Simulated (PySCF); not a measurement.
Zn(OMe)(NH2) (CH5NOZn), SMILES C[O][Zn][NH2]. Heavy atoms are numbered as in [Zn:1]([O:2][CH3:3])[NH2:7]. Hydrogens are named by the atom that carries them.

Coordinates come from a PBE0-D3(BJ)/def2-SVP optimisation. The structure was generated by enumeration; whether it is a known compound was not checked. Other conformers were not sampled.

Method: KT2/pcSseg-1 in PySCF.

GIAO shieldings, no solvent; atoms alike by connectivity are averaged. δ = σ(ref) − σ: ¹⁷O against H2O (σ = 330.4 ppm); ¹³C against TMS (σ = 185.1 ppm); ¹H against TMS (σ = 31.47 ppm); ¹⁵N against NH3 (σ = 266.2 ppm), references at their B3LYP-D3(BJ)/def2-TZVP geometries, non-relativistic.

| nucleus | atoms | count | δ (ppm) |
|---|---|---|---|
| ¹⁷O | O2 | 1 | 25.6 |
| ¹³C | C3 (CH3) | 1 | 61.7 |
| ¹H | H on C3 | 3 | 4.51 |
| ¹H | H on N7 | 2 | -0.52 |
| ¹⁵N | N7 (NH2) | 1 | -16.4 |
